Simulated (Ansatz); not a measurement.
A run for Ansatz (a first-principles code): R-B3LYP/def2-TZVPPD on C2H7ClO (a complex), monomers drawn apart or pushed together. Files ending in .json are basis or fitting sets from the Basis Set Exchange.

Ansatz 0.2 input:
```yaml
crystal:
  periodic: [false, false, false]
  atoms:
    - {symbol: Cl, position_ang: [-0.42479100, 0.48822500, 0.35487020]}
    - {symbol: H, position_ang: [-1.11214659, 0.83490298, -0.67175917]}
    - {symbol: C, position_ang: [0.09950168, -1.45365280, 4.65671522]}
    - {symbol: O, position_ang: [1.04866297, -0.47208988, 4.30278881]}
    - {symbol: C, position_ang: [0.80376276, 0.76650645, 4.93170979]}
    - {symbol: H, position_ang: [-0.91474054, -1.15114560, 4.36662614]}
    - {symbol: H, position_ang: [0.11152074, -1.64888948, 5.73714112]}
    - {symbol: H, position_ang: [0.36230172, -2.36710074, 4.12567859]}
    - {symbol: H, position_ang: [-0.17907027, 1.16791534, 4.65376714]}
    - {symbol: H, position_ang: [1.57590685, 1.45856336, 4.59959100]}
    - {symbol: H, position_ang: [0.84841566, 0.67448365, 6.02492419]}
basis:
  gaussian:
    orbitals: def2-TZVPPD.json
hamiltonian:
  xc: {name: B3LYP}
scf: {lower_state_search: off}
```

It printed:

```
WARN ansatz: RAYON_NUM_THREADS=1 ignored (pool sized by the plan → 1); use --threads N
Functional definition: B3LYP
these checks for a lower state are left out or cut short: stability, starts, cluster_reference, orbital_swaps, neighbouring_geometries, increment
integrals: 0.20 GiB planned
1279 factors; their error is unknown
mean field: 1.74 GiB planned
mean field evaluation 1: about -16753.6476 eV, gradient 5.6e1 eV
mean field evaluation 2: about -16748.0330 eV, gradient 7.6e1 eV
mean field evaluation 4: about -16760.4231 eV, gradient 3.6e0 eV
mean field evaluation 8: about -16760.4447 eV, gradient 2.9e-2 eV
mean field evaluation 16: about -16760.4492 eV, gradient 3.9e-5 eV
mean field -16760.44920944 eV, -615.9351478065 hartree, gradient 4.8e-6 eV, S^2 0.000000; 0 other end points of the search recorded, 0 dependent functions left out
reference -16760.44955172 eV, -615.9351603850 hartree; 22, 22 occupied and 262, 262 virtual orbitals, 1279 factors
Total energy: -16760.44955172 eV, -615.9351603850 hartree
Checks for a lower state left out: stability, starts, cluster_reference, orbital_swaps, neighbouring_geometries, increment
```

The calculation finished and met its thresholds.

Cost: around 5 core-seconds (rough).
